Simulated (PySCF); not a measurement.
**Electronic absorption of C4H8Se**

Compound: C4H8Se.
SMILES: `C=C[Se]CC`

Level of theory: PySCF, TDDFT CAM-B3LYP/def2-SVPD, vertical, gas phase, core orbitals frozen in the response. Geometry: PBE0-D3(BJ)/def2-SVP, one conformer, isolated molecule. Relativistic effects, spin–orbit coupling among them, are left out although an element past zinc is present. Torsions of this conformer, `[CH2:1]=[CH:2][Se:3][CH2:4][CH3:5]`: C1–C2–Se3–C4 -4°, C2–Se3–C4–C5 -77°.

```tsv
state	E (eV)	E (hartree)	f	|μ| (D)	main configurations (H = HOMO, L = LUMO)
S1	4.85	0.1781	0.0009	0.22	H→L (79%), H→L+5 (10%)
S2	5.48	0.2013	0.205	3.14	H→L+1 (94%)
S3	5.72	0.2102	0.022	1.01	H→L+2 (90%)
S4	5.97	0.2193	0.0032	0.37	H→L+3 (88%)
S5	6.52	0.2396	0.016	0.81	H→L+4 (41%), H→L+5 (28%), H→L (14%)
S6	6.82	0.2506	0.011	0.64	H→L+5 (36%), H→L+4 (34%), H→L+6 (14%)
```

The lowest singlet lies at 4.85 eV (256 nm, ultraviolet) and is very weak; its leading configuration is HOMO→LUMO (79%). The strongest level in the table is S2 at 5.48 eV (226 nm, f = 0.205). Löwdin shares by element: HOMO selenium 55%, carbon 38% or more; LUMO selenium 65%, carbon 8% or more, hydrogen 5% or more (atoms not listed hold the other 22%). Of the 6 states listed, 4 reach f = 0.01 and none stays under 0.0005. Weighted by f, the mean energy of these states is 5.62 eV. Orbital energies (eV): HOMO-3 -10.71, HOMO-2 -10.13, HOMO-1 -10.00, HOMO -7.27, LUMO 0.92, LUMO+1 1.06, LUMO+2 1.29. No computed singlet lies in the visible range (380 to 750 nm); the lowest, at 256 nm, stands 1.58 eV above its violet end (3.26 eV). Singlets were solved by full linear response.
